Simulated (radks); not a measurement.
Values are calculated unless marked as measured or tabulated.
Problem. Neutral xenon, [Xe]. Level of theory: non-relativistic Kohn-Sham, exchange-only LDA, spin-polarised, spherical densities, point nucleus (a radial shooting solver on a logarithmic mesh with Libxc functionals). Every spin shell is full or empty, so the densities are truly spherical. Functionals are evaluated on that one density, not self-consistently. Rank these exchange functionals by their error against the exact value of the orbitals, and give that value: LDA, PBEsol, revPBE, OPTX, AM05, EV93, SCAN, r2SCAN, MS2, TASK.

Solution. Exact: -178.876 hartree. From best to worst, with 100 (|E| - |E exact|)/|E exact| (equal figures are ties): r2SCAN -0.13, SCAN +0.15, revPBE -0.31, EV93 -0.38, MS2 -0.62, OPTX +1.29, TASK -2.20, PBEsol -2.22, AM05 -4.41, LDA -4.71.
